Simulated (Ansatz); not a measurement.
Gas-phase reaction in SMILES: CCC(O)CC -> CCC([O])CC + H atom (the H-O bond at the site shown breaks; other sites are not compared here)
Each molecule is optimised on its own at B3LYP-D3(BJ)/def2-TZVP (Ansatz, a program for electronic structure), one conformer each, not searched for the lowest.

Property: bond dissociation energy (electronic energy difference), in kJ/mol. Valence correlation only, unless marked. Open shells are spin-unrestricted. No spin-orbit coupling. Non-relativistic unless marked X2C. CBS marks a two-point X^-3 extrapolation of the correlation energy; Hartree-Fock from the larger set. [CCSD(T)-MP2]/basis is that difference in the basis named.

```tsv
level	program	bond dissociation energy (kJ/mol)	minus last row
HF/6-31G*	Ansatz	307.5	-169.9
HF/cc-pVTZ	Ansatz	325.2	-152.2
BLYP/def2-TZVPD	Ansatz	435.7	-41.7
PBE0/6-31G*	Ansatz	425.9	-51.5
r2SCAN0/def2-TZVPD	Ansatz	438.7	-38.7
B2PLYP/def2-TZVPD	Ansatz	454.8	-22.6
SCS-MP2/STO-3G	Ansatz	398.4	-79.0
CCSD(T)/cc-pVDZ	Ansatz	440.9	-36.5
X2C-CCSD(T)/cc-pVTZ-DK	Ansatz	464.2	-13.2
RI-MP2/CBS(cc-pVTZ,cc-pVQZ)+[CCSD(T)-MP2]/cc-pVTZ	Ansatz	477.4	0.0
```
